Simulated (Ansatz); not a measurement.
Reaction (cleavage of the B–Si bond): `O[SiH2][BH][GeH3]` + CH₃SH → `CS[BH][GeH3]` + silanol

Isolated molecules relaxed with PBE0-D4/def2-TZVP in Ansatz; ΔE leaves out vibrations. CBS: MP2 limit from def2 TZ/QZ plus the TZ coupled-cluster correction, frozen cores. This one scheme is used for every species. Functionals use def2-TZVPP. For Ge outer-core shells are correlated without core-valence functions, which leaves a few kJ/mol of doubt a bond. Scalar relativity is left out up to krypton. Each species was taken in one conformer, which may not be the lowest.

`O[SiH2][BH][GeH3]`:

Cartesian coordinates in Å:
```
O -1.234 1.242 1.419
Si -0.737 -0.333 1.493
B 0.533 -0.876 0.046
Ge 0.865 0.266 -1.634
H -1.446 1.594 0.553
H -1.891 -1.279 1.350
H -0.173 -0.499 2.857
H 1.116 -1.918 0.131
H -0.209 1.355 -1.847
H 2.208 1.000 -1.435
H 0.967 -0.552 -2.932
```

CH₃SH:

```xyz
6

C     0.120   -0.371   -0.299
S    -0.775    0.417    1.058
H    -0.091    0.113   -1.252
H    -0.241   -1.398   -0.344
H     1.193   -0.388   -0.113
H    -0.207    1.628    0.950
```

`CS[BH][GeH3]`:

```xyz
11

C    -2.254   -0.788   -0.478
S    -1.082    0.147    0.537
B     0.486   -0.042   -0.207
Ge    2.093    0.891    0.675
H    -3.018   -0.108   -0.853
H    -2.728   -1.550    0.141
H    -1.732   -1.257   -1.310
H     0.601   -0.699   -1.199
H     2.757    1.867   -0.315
H     1.713    1.684    1.938
H     3.164   -0.144    1.072
```

`O[SiH3]`:

```xyz
6

O     0.620   -0.763   -0.822
Si   -0.285    0.090    0.259
H     1.381   -0.330   -1.209
H     0.518    0.501    1.444
H    -1.376   -0.818    0.681
H    -0.858    1.320   -0.353
```

```tsv
level	ΔE (kJ/mol)
PBE-D4	-131.8
CCSD/CBS(def2)	-128.0
```

Question: What does CCSD(T)/CBS give? (An estimate is asked.)

Answer: Computed: -132.8 kJ/mol. The listed levels differ from it by 1.0, 4.8 kJ/mol.

Largest T1 diagnostic among the species: 0.014.

In def2-TZVPP, CCSD(T) changes the Hartree–Fock value by −11.2 kJ/mol (the triples alone add −4.8 kJ/mol) and MP2 by −22.8 kJ/mol.
